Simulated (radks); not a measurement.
Results of a calculation; reference values are marked as such.
Task: The thallium ion Tl9+ is in [Xe] 4f14 5d4. Code: a radial shooting solver on a logarithmic mesh with Libxc functionals. Model: non-relativistic Kohn-Sham, PBE, spin-polarised, spherical densities, point nucleus. Open shells are filled with parallel spins first. One electron is removed from 5s, 5d, 5p, 4f in turn, with full relaxation. Which removal costs least, and what does each cost?

Result: 5d 160.24 eV; 5p 215.70 eV; 5s 251.16 eV; 4f 295.76 eV. The 5d electron leaves first.
